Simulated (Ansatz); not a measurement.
Geometry optimisation, RKS B3LYP/def2-SVP in Ansatz.

The input (input.yaml):

```yaml
crystal:
  periodic: [false, false, false]
  atoms:
    - { symbol: W, position_ang: [0.0, 0.0, 0.0] }
    - { symbol: O, position_ang: [0.0, 0.0, 2.29] }
    - { symbol: H, position_ang: [-0.9095, -0.2814, 2.6271] }
    - { symbol: H, position_ang: [1.72, 0.0, 0.0] }
    - { symbol: H, position_ang: [0.0, 1.72, 0.0] }
    - { symbol: H, position_ang: [-1.72, 0.0, 0.0] }
    - { symbol: H, position_ang: [0.0, -1.72, 0.0] }
    - { symbol: H, position_ang: [0.0, 0.0, -1.72] }
    - { symbol: O, position_ang: [1.4721, 1.5335, 0.7063] }
    - { symbol: Al, position_ang: [2.9226, 1.1852, 1.6775] }
    - { symbol: H, position_ang: [3.4691, -0.2732, 1.7677] }
    - { symbol: H, position_ang: [3.6472, 2.3382, 2.4384] }
    - { symbol: H, position_ang: [0.9164, 0.9546, 1.8652] }
basis:
  gaussian: { orbitals: def2-SVP }
hamiltonian:
  xc: b3lyp
relax:
  f_tol: 0.15
  max_steps: 25
  restrain:
    - { distance: [0, 8], at: 1.94, k: 30.0 }
    - { distance: [12, 1], at: 1.01, k: 30.0 }
    - { distance: [0, 1], at: 3.14, k: 30.0 }
    - { distance: [12, 8], at: 2.21, k: 30.0 }
```

Run as:

```bash
$ ansatz run input.yaml --threads 4 --pin off --max-ram 5120MiB --backend cpu --events-out ev --progress --plain --runs-dir out
```

Where does it end, and by what steps?

The forces met the threshold. The restraints hold the end off the free minimum; the threshold counts their pulls, which the force column leaves out. Restrained pairs: W1–O9 (2.24 → 1.89 Å), O2–H13 (1.39 → 0.99 Å), W1–O2 (2.29 → 3.16 Å), O9–H13 (1.41 → 2.23 Å). After 20 steps the energy has fallen by 8.902 eV (the restraints' own energy left out); H4 moved furthest, 1.41 Å.

```tsv
step	energy less start (eV)	largest force component (eV/Å)	accepted
0	0.0000	6.335	yes
1	-0.3965	4.058	yes
2	-1.5847	3.383	yes
3	-3.0313	4.758	yes
4	-4.9885	2.458	yes
5	-6.1603	1.561	yes
6	-6.7453	1.131	yes
7	-6.9992	1.010	yes
8	-7.1331	0.982	yes
9	-7.2324	1.403	yes
10	-7.3594	1.172	yes
11	-7.5463	1.059	yes
12	-7.7568	1.187	yes
13	-8.0457	1.315	yes
14	-8.4269	1.073	yes
15	-8.7263	0.941	yes
16	-8.8001	1.090	yes
17	-8.8477	1.112	yes
18	-8.8878	1.065	yes
19	-8.8975	1.045	yes
20	-8.9023	1.152	yes
```

```xyz
13
Properties=species:S:1:pos:R:3
W 0.236 0.356 -0.394
O 0.762 0.871 2.676
H 0.286 0.040 2.858
H 0.813 -1.032 0.318
H -1.097 1.210 0.287
H -0.865 -0.639 0.449
H 0.121 -1.125 -1.239
H 0.180 0.475 -2.096
O 1.740 1.237 0.337
Al 2.621 0.940 1.885
H 3.187 -0.515 2.123
H 3.276 2.260 2.457
H 0.256 1.379 1.990
```

Run time: 55 s on 4 threads of Arm Neoverse V2 (shared host), peak memory 0.3 GiB.
